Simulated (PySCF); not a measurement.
Input file for PySCF: R-HF/STO-3G on GeH4Se2 (SMILES [GeH3][Se][SeH]), a point of a torsion scan.

```python
from pyscf import gto, scf, dft, mp
from pyscf.data.elements import chemcore

mol = gto.M(
    atom='''
    Ge    1.00636915   -0.11817182    0.02674050
    Se   -0.46772337    1.66415959   -0.37703326
    Se   -2.47975163    0.64238950    0.16749065
    H     0.66459108   -1.28263387   -0.86379912
    H     2.39012344    0.35739143   -0.28875360
    H     0.93747712   -0.59456151    1.44857769
    H    -2.41328957   -0.41943265   -0.82673441
    ''',
    basis='sto-3g',
    charge=0, spin=0, verbose=3, max_memory=1800)
mf = scf.RHF(mol)
mf.conv_tol = 1e-8
mf.max_cycle = 100
mf.kernel()
if not mf.converged:
    mf = mf.newton().run(mf.mo_coeff, mf.mo_occ)
```

### Question
What total energy does the run end on?

### Answer
-6801.2530 hartree.
